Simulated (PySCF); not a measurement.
**Magnetisability: `OC[C@@H]1C[C@@H]2C[C@@H]2C1`, C7H12O**

Molfile (atoms numbered from 1):
```
C7H12O
     RDKit          3D

 20 21  0  0  0  0  0  0  0  0999 V2000
    2.6021    1.4870    0.6283 O   0  0  0  0  0  0  0  0  0  0  0  0
    1.8935    0.7957   -0.3728 C   0  0  0  0  0  0  0  0  0  0  0  0
    0.8544   -0.1753    0.1873 C   0  0  2  0  0  0  0  0  0  0  0  0
    0.1221   -0.9572   -0.9200 C   0  0  0  0  0  0  0  0  0  0  0  0
   -1.2686   -1.2195   -0.3728 C   0  0  2  0  0  0  0  0  0  0  0  0
   -2.2471   -0.0889   -0.4718 C   0  0  0  0  0  0  0  0  0  0  0  0
   -1.4938   -0.3141    0.8037 C   0  0  2  0  0  0  0  0  0  0  0  0
   -0.2455    0.5223    1.0114 C   0  0  0  0  0  0  0  0  0  0  0  0
    3.0146    0.8421    1.2138 H   0  0  0  0  0  0  0  0  0  0  0  0
    2.5900    0.2467   -1.0259 H   0  0  0  0  0  0  0  0  0  0  0  0
    1.4040    1.5705   -0.9683 H   0  0  0  0  0  0  0  0  0  0  0  0
    1.3700   -0.8936    0.8362 H   0  0  0  0  0  0  0  0  0  0  0  0
    0.6404   -1.8861   -1.1561 H   0  0  0  0  0  0  0  0  0  0  0  0
    0.0733   -0.3592   -1.8329 H   0  0  0  0  0  0  0  0  0  0  0  0
   -1.6350   -2.2355   -0.3888 H   0  0  0  0  0  0  0  0  0  0  0  0
   -1.9797    0.7636   -1.0781 H   0  0  0  0  0  0  0  0  0  0  0  0
   -3.3007   -0.3253   -0.4920 H   0  0  0  0  0  0  0  0  0  0  0  0
   -2.0333   -0.6439    1.6796 H   0  0  0  0  0  0  0  0  0  0  0  0
   -0.3916    1.5425    0.6512 H   0  0  0  0  0  0  0  0  0  0  0  0
    0.0258    0.5797    2.0649 H   0  0  0  0  0  0  0  0  0  0  0  0
  1  2  1  0
  2  3  1  0
  3  4  1  0
  4  5  1  0
  5  6  1  0
  6  7  1  0
  7  8  1  0
  8  3  1  0
  7  5  1  0
  1  9  1  0
  2 10  1  0
  2 11  1  0
  3 12  1  1
  4 13  1  0
  4 14  1  0
  5 15  1  1
  6 16  1  0
  6 17  1  0
  7 18  1  1
  8 19  1  0
  8 20  1  0
M  END
```

Theory: PySCF, GIAO B3LYP/pcSseg-1 magnetisability, rotational g tensor and spin-rotation constants, non-relativistic, gas phase. Geometry: GFN2-xTB.

Problem. How diamagnetic is it, and how anisotropic?

Solution. Isotropic -1426 × 10⁻³⁰ J/T², or -85.9 × 10⁻⁶ cm³/mol; principal values -1581, -1376, -1320 × 10⁻³⁰ J/T², anisotropy 239 × 10⁻³⁰ J/T² (root of half the summed squared differences of the principal values). The susceptibility is in cgs units.

Problem. Split it along the inertial axes a, b, c into diamagnetic and paramagnetic parts about the centre of mass, with the quadrupole moment.

Solution. 
```tsv
axis	χ (10⁻⁶ cm³/mol)	diamagnetic (10⁻⁶ cm³/mol)	paramagnetic (10⁻⁶ cm³/mol)	summed x² of all electrons (Å²)	quadrupole Θ (D Å)
a	-94.9	-382.4	287.5	211.0	-4.08
b	-82.1	-1028.8	946.7	58.6	-0.38
c	-80.6	-1143.7	1063.1	31.5	+4.46
```
Anisotropies 2χaa − χbb − χcc = -27.1 and 2χbb − χaa − χcc = +11.2 × 10⁻⁶ cm³/mol. Θ is traceless in Buckingham's convention.

Problem. And the rotational g tensor?

Solution. 
```csv
axis,rotational constant (GHz),g,nuclear part,electronic part
a,4.7902,+0.0149,0.6619,-0.6469
b,1.3107,-0.0051,0.5778,-0.5830
c,1.1679,-0.0070,0.5763,-0.5833
```
Asymmetric top; isotopes 12C, 1H, 16O; no vibrational averaging.
